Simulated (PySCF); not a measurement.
**Identify the compound**

An unknown has the formula C7H12OSi. Its calculated NMR data are:

1H NMR (400 MHz, computed): δ 5.61 (t, 1H), 4.56 (m, 2H), 4.39 (s, 2H), 3.14 (m, 1H), 2.68 (m, 2H), 1.84 (m, 1H), 1.60 (m, 2H), 0.15 (br s, 1H).

13C{1H} NMR (computed): δ 184.6 (C), 115.5 (CH), 75.3 (CH2), 36.5 (CH2, 2C), 35.6 (CH), 17.0 (CH).

No solvent model, averaged over atoms made equivalent by symmetry, fast rotation or ring inversion, non-relativistic Hamiltonian, one conformer. Geometry from GFN2-xTB; GIAO PBE0/pcSseg-1 shieldings; PySCF 2.14.0 with density-fitted response routines.

δ = σ(ref) − σ, references computed at the same level: 1H (31.72 ppm) and 13C (186.93 ppm) against TMS.

Task: Which candidate is it?
A. OCC1=C[SiH2][C@H]2C[C@@H]1C2
B. C#C/C(=C/O[SiH3])CCC
C. C#C[SiH2]OC/C=C/CC

Result: A. 

Rings plus π bonds: 3 (2 rings in the answer). 6 carbon signals for 7 carbons: some carbons are equivalent by symmetry or fast rotation. Carbon types of the structure: 1 × C, 3 × CH, 3 × CH2, leaving 3 H on heteroatoms. δC 184.6: fully substituted alkene carbon. δC 115.5: alkene CH; as expected for a trigonal carbon in a double bond. δC 75.3: allylic sp3 CH2 bonded to O; deshielded by the electronegative neighbour. δH 5.61: hydrogen on an alkene CH; olefinic region. δH 3.14: hydrogen on an allylic sp3 CH; allylic position.

The others: C#C/C(=C/O[SiH3])CCC would give 7 carbon signals, not 6; C#C[SiH2]OC/C=C/CC would give 7 carbon signals, not 6.

Exchangeable OH/NH protons stand at their gas-phase positions; hydrogen bonding in a real sample shifts them, mostly to higher δ. Shifts are as computed. Against solution values, carbons near 30 ppm lie about +3 ppm off and those near 130 ppm about +5 ppm. Of 1211 compounds with measured shifts, 218 miss one by over three times the rms of a fit or turn the order of signals round; such compounds aren't used in these exercises. No couplings were computed; multiplicities are counted from neighbouring protons, with m where these are inequivalent, close in shift, in a saturated or five-membered ring or joined by F or P, and br s for small geminal =CH2 splittings.
